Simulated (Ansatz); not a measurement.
Species: C₉H₇NSSi, SMILES `N#Cc1c([SiH3])ccc2ccsc12` (charge 0, multiplicity 1).

Problem. Give a relaxed geometry from PBE-D3(BJ)/def2-SVP run with Ansatz (a first-principles code).

Solution. the end point of this relaxation (outside a Z-matrix the atoms follow the SMILES, hydrogens last).
Bonds (Å): N1–C2 1.175, C2–C3 1.433, C3–C4 1.420, C3–C12 1.416, C4–Si5 1.896, C4–C6 1.418, Si5–H13 1.503, Si5–H14 1.503, Si5–H15 1.503, C6–C7 1.397, C6–H16 1.101, C7–C8 1.413, C7–H17 1.101, C8–C9 1.440, C8–C12 1.428, C9–C10 1.373, C9–H18 1.098, C10–S11 1.746, C10–H19 1.097, S11–C12 1.747. Bond angles (°): N1–C2–C3 179.9, C2–C3–C4 120.7, C2–C3–C12 119.8, C4–C3–C12 119.5, C3–C4–Si5 121.0, C3–C4–C6 118.5, Si5–C4–C6 120.5, C4–Si5–H13 110.7, C4–Si5–H14 110.7, C4–Si5–H15 107.2, H13–Si5–H14 108.9, H13–Si5–H15 109.6, H14–Si5–H15 109.6, C4–C6–C7 122.2, C4–C6–H16 118.9, C7–C6–H16 118.9, C6–C7–C8 120.0, C6–C7–H17 120.3, C8–C7–H17 119.7, C7–C8–C9 130.0, C7–C8–C12 118.5, C9–C8–C12 111.5, C8–C9–C10 112.4, C8–C9–H18 123.9, C10–C9–H18 123.7, C9–C10–S11 113.5, C9–C10–H19 127.7, S11–C10–H19 118.8, C10–S11–C12 90.9, C3–C12–C8 121.4, C3–C12–S11 127.0, C8–C12–S11 111.6.
